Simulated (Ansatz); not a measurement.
Zn3H12Se3, a cluster cut from wurtzite ZnSe (hydrogen-capped), relaxed as a singlet with RKS B3LYP-D4/def2-SVP in Ansatz, starting from the GFN1-xTB geometry. Force threshold 0.02 eV/Å.

Start:

```xyz
18

Se    1.4874    1.5719   -0.8730
Zn    3.1349   -0.0150    0.9216
Se    0.7593   -1.5998    1.4907
Zn   -1.0696    2.2559   -2.0917
Se   -2.2421    0.0189   -0.6476
Zn   -2.0766   -2.1961    1.2385
H     1.9286    2.8817   -0.5028
H     2.3118    1.5623   -2.0424
H     3.8426   -0.9377   -0.0940
H     3.1403    0.9039    2.1620
H     1.2955   -2.9152    1.3217
H     0.8758   -1.6767    2.9144
H    -0.8833    1.6030   -3.4785
H    -1.5000    3.4245   -1.1786
H    -2.9255   -0.6237   -1.7277
H    -3.4477    0.6290   -0.1770
H    -2.6152   -1.4994    2.5070
H    -2.0162   -3.3874    0.2575
```

```csv
step,energy (eV),largest force component (eV/Å),SCF passes
1,-341464.1348,1.368,14
2,-341464.4353,0.224,19
3,-341464.4758,0.070,18
4,-341464.4789,0.006,19
```

Force components are those of the run's own axes.

End:

```csv
atom,x (Å),y (Å),z (Å)
Se1,1.470,1.560,-0.869
Zn2,3.325,-0.021,0.975
Se3,0.757,-1.595,1.493
Zn4,-1.136,2.396,-2.230
Se5,-2.222,0.018,-0.646
Zn6,-2.203,-2.333,1.307
H7,1.917,2.907,-0.471
H8,2.327,1.561,-2.068
H9,3.845,-0.976,-0.143
H10,3.131,0.935,2.193
H11,1.313,-2.951,1.326
H12,0.873,-1.659,2.961
H13,-0.873,1.575,-3.530
H14,-1.511,3.455,-1.147
H15,-2.941,-0.641,-1.751
H16,-3.450,0.663,-0.147
H17,-2.624,-1.473,2.539
H18,-2.000,-3.421,0.207
```

By distances, no bond broke or formed. The bond that changes most is Se1–Zn2, from 2.91 to 3.06 Å (atoms count from 1).

No frequencies were taken in this run, so the end may be a saddle point.

It took 85 s on 4 threads of Arm Neoverse N1 on a shared host, peak host memory 1.2 GiB.
